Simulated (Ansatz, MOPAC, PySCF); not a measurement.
Complex: AsH3 (SMILES [AsH3]) (first 4 atoms) with HBr (SMILES Br); geometry from B3LYP-D3(BJ)/def2-TZVP, rigid monomers moved along the line of their centres of mass till As1···H6 is 4.67 Å.
(charge 0, multiplicity 1):
```xyz
6

As    -0.24590    -0.19971     0.14388
H     -0.93105     0.73324    -0.84219
H     -0.41635    -1.41915    -0.74823
H      1.14503     0.10944    -0.38687
Br    -1.56619    -0.26096     6.10438
H     -1.25518    -0.24621     4.69908
```

Monomers are frozen at their geometry in the pair; levels with a basis set take the counterpoise correction. Rows marked so take none.

Correlated levels freeze the cores. Filled d and f shells under p-block atoms count as core. CBS: X⁻³ extrapolation of the correlation energy, Hartree–Fock from the larger set. Rows in 6-31G*, STO-3G carry no dispersion term and start afresh at each structure (6-31G* with six Cartesian d functions); the Pople sets are all-electron and without relativity. MP2/6-31G* freezes PySCF's default core, which leaves 3d correlated. The state that PM7 reach isn't checked; PM7 holds dispersion and hydrogen-bond terms.

Run with Ansatz (Gaussian basis) for Hartree–Fock, density functionals and correlated methods; MOPAC for PM7 (differences of heats of formation); PySCF for 6-31G* rows, STO-3G rows, the dispersion terms. 

Other levels give for the interaction energy: PBE/def2-TZVPPD -0.38; B3LYP/def2-TZVPPD -0.26; B3LYP-D3(BJ)/def2-TZVPPD -0.43; wB97M-V/def2-TZVPPD -0.44; CCSD(T)/CBS(aug-cc-pVDZ, aug-cc-pVTZ) -0.46 kcal/mol.

Common cheap choices:

```csv
level,interaction energy (kcal/mol),"less -0.46 (CCSD(T)/CBS(aug-cc-pVDZ, aug-cc-pVTZ))"
PM7,-0.50,-0.04
HF/STO-3G (no counterpoise),-0.37,0.10
HF/6-31G*,-0.46,0.01
BP86/6-31G* (no counterpoise),-0.36,0.10
B3LYP/6-31G*,-0.39,0.07
B3LYP/6-31G* (no counterpoise),-0.40,0.06
M06-2X/6-31G* (no counterpoise),-0.58,-0.12
MP2/6-31G*,-0.59,-0.12
```

Ansatz is an electronic-structure program.
